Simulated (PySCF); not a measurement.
PySCF input file for Zn(H)(SeH) (H2SeZn), SMILES [ZnH][SeH], PBE0-D3(BJ)/def2-TZVP. Geometry optimised at PBE0-D3(BJ)/def2-TZVP.

```python
import numpy as np
from pyscf import gto, scf, dft, df
from pyscf.hessian import thermo

mol = gto.M(
    atom='''
    Zn    0.00015573    1.19494258   -0.00000000
    H     0.01093393    2.73041649    0.00000000
    Se   -0.04244930   -1.10119529    0.00000000
    H     1.42767021   -1.13805392    0.00000000
    ''',
    basis='def2-TZVP',
    charge=0,
    spin=0,
    max_memory=1600,
    verbose=3,
)
mf = dft.RKS(mol, xc='pbe0').density_fit(auxbasis='def2-universal-jkfit')
mf.disp = 'd3bj'
mf.grids.level = 3
mf.conv_tol = 1e-11
mf.max_cycle = 100
mf.kernel()

# [left out here: the lines that compute and print the analytic Hessian (its translational invariance restored by hand, since the grid's response is missing), thermochemistry and intensities]
```

Output:

```
converged SCF energy = -4181.64080618262

WARN: DFTD3 does not support analytical Hessian, using finite difference


WARN: Mole.unit (angstrom) is changed to Bohr

Mode                                 0                   1                   2
Irrep
Freq [cm^-1]                      289.8632            397.2117            430.5984
Reduced mass [au]                  34.4931              1.0364              1.0560
Force const [Dyne/A]                1.7075              0.0963              0.1154
Char temp [K]                     417.0486            571.4992            619.5352
Normal mode                   x     y     z       x     y     z       x     y     z
       0  Zn                -0.00 -0.09 -0.00   -0.02  0.00  0.00    0.00 -0.00  0.03
       1   H                 0.00 -0.09  0.00    0.90 -0.01 -0.00   -0.00 -0.00 -0.97
       2  Se                 0.00  0.08  0.00    0.00 -0.01 -0.00   -0.00  0.00 -0.01
       3   H                 0.00  0.08  0.00    0.02  0.40 -0.00   -0.00 -0.00 -0.01
Mode                                 3                   4                   5
Irrep
Freq [cm^-1]                      568.5043           1922.1498           2431.1024
Reduced mass [au]                   1.0522              1.0236              1.0204
Force const [Dyne/A]                0.2004              2.2283              3.5533
Char temp [K]                     817.9512           2765.5456           3497.8151
Normal mode                   x     y     z       x     y     z       x     y     z
       0  Zn                -0.02 -0.00 -0.00   -0.00 -0.02 -0.00   -0.00  0.00 -0.00
       1   H                 0.38 -0.01  0.00    0.01  0.99  0.00    0.00 -0.00  0.00
       2  Se                 0.01  0.01  0.00    0.00  0.00  0.00   -0.01  0.00  0.00
       3   H                -0.03 -0.90  0.00    0.00 -0.00  0.00    0.99 -0.04  0.00
temperature 298.1500 [K]
pressure 101325.00 [Pa]
Rotational constants [GHz] 234.84195 2.55757 2.53001
Symmetry number 1
Zero-point energy (ZPE) 0.01376 [Eh]   36123.813 [J/mol]
                           tot       elec      trans        rot        vib
Entropy [J/mol/K]       282.593      0.000    170.931     95.706     15.956
Cv [J/mol/K]             48.750      0.000     12.472     12.472     23.806
Cp [J/mol/K]             57.064      0.000     20.786     12.472     23.806
Internal energy [J/mol]                      3718.434   3718.434  39287.223
Internal energy [Eh]   -4181.62301  -4181.64081
Enthalpy [J/mol]                             6197.391   3718.434  39287.223
Enthalpy [Eh]          -4181.62207
Gibbs free energy [J/mol]                  -44765.725 -24816.163  34529.850
Gibbs free energy [Eh] -4181.65416
static polarisability / bohr^3: [[43.535 -0.656  0.   ]
 [-0.657 71.636  0.   ]
 [-0.    -0.    43.502]]
largest difference of analytic and finite-field dipole derivatives / e: 0.0010610155708918878
mode   freq/cm-1   IR/(km/mol)   Raman/(A^4/amu)   depolarisation
   1      289.86        11.256            11.235            0.193
   2      397.21        69.050             4.366            0.726
   3      430.60        55.482             1.573            0.750
   4      568.50         6.712             0.419            0.745
   5     1922.15       155.252           292.328            0.212
   6     2431.10         6.908           133.582            0.261
max |gradient| / (hartree/bohr): 1.5184667353246837e-05
APT charges: [ 0.6712 -0.2959 -0.3712 -0.0041]
```

The run converged.

Cost: roughly 100 core-seconds.
